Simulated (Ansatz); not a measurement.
Input and output for CH5BFNSi (`F/C=N\B[SiH3]`).

```yaml
crystal:
  periodic: [false, false, false]
  atoms:
    - {symbol: F, position_ang: [-2.478502, -0.429694, 1.752655]}
    - {symbol: C, position_ang: [-1.665625, 0.540739, 1.320356]}
    - {symbol: N, position_ang: [-1.000954, 0.429596, 0.296252]}
    - {symbol: B, position_ang: [-0.245340, 0.251896, -0.819058]}
    - {symbol: Si, position_ang: [1.602188, -0.553645, -0.677256]}
    - {symbol: H, position_ang: [-1.689201, 1.400470, 1.986279]}
    - {symbol: H, position_ang: [-0.704861, 0.594699, -1.871510]}
    - {symbol: H, position_ang: [1.680876, -1.792988, -1.500707]}
    - {symbol: H, position_ang: [1.969791, -0.894608, 0.724667]}
    - {symbol: H, position_ang: [2.614728, 0.402434, -1.208579]}
basis:
  gaussian: {orbitals: "6-311G**"}
hamiltonian: {xc: {name: revPBE0}}
```

```sh
$ ansatz run in.yaml --threads 4 --pin off --events-out ev --progress --plain --max-ram 10444MiB
```

Shortened log:

```
Error: <dir> can't be read: No such file or directory (os error 2)
```
